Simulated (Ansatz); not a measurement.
Start from `O[CH2][SnH]([F])[Cl]` and change one atom or group to get `O[CH2][SnH2][Cl]`.

Ansatz, PBE0-D4/def2-TZVP geometries, multiplicity 1. Each molecule was computed in one conformer, which needn't be the lowest.

Elements past krypton have def2 core potentials.

| property | `O[CH2][SnH]([F])[Cl]` |
| --- | --- |
| HOMO–LUMO gap (PBE0/def2-TZVPP) / eV | 7.67 |
| LUMO energy (B3LYP/def2-TZVPP) / eV | -1.20 |
| HOMO energy (ωB97M-V/def2-TZVPP) / eV | -10.71 |
| HOMO energy (PBE0/def2-TZVPP) / eV | -8.53 |
| LUMO energy (PBE0/def2-TZVPP) / eV | -0.86 |
| size of the dipole moment (ωB97M-V/def2-TZVPP) / D | 3.93 |

Problem. Give the same properties after the change, and the shifts. (An estimate is asked.)

Solution. Computed: 
| property | `O[CH2][SnH2][Cl]` | shift |
| --- | --- | --- |
| HOMO–LUMO gap (PBE0/def2-TZVPP) / eV | 7.53 | -0.14 |
| LUMO energy (B3LYP/def2-TZVPP) / eV | -0.76 | 0.44 |
| HOMO energy (ωB97M-V/def2-TZVPP) / eV | -10.21 | 0.50 |
| HOMO energy (PBE0/def2-TZVPP) / eV | -8.02 | 0.51 |
| LUMO energy (PBE0/def2-TZVPP) / eV | -0.48 | 0.38 |
| size of the dipole moment (ωB97M-V/def2-TZVPP) / D | 3.43 | -0.50 |

With PBE0 the HOMO rises by 0.51 eV and the LUMO rises by 0.38 eV, so the gap narrows by about 0.13 eV. PBE moves the HOMO by 0.48 eV and ωB97M-V by 0.50 eV. Dipoles are sizes alone; their direction can turn.

B3LYP here is the variant with VWN-RPA as its local correlation; programs differ in this.
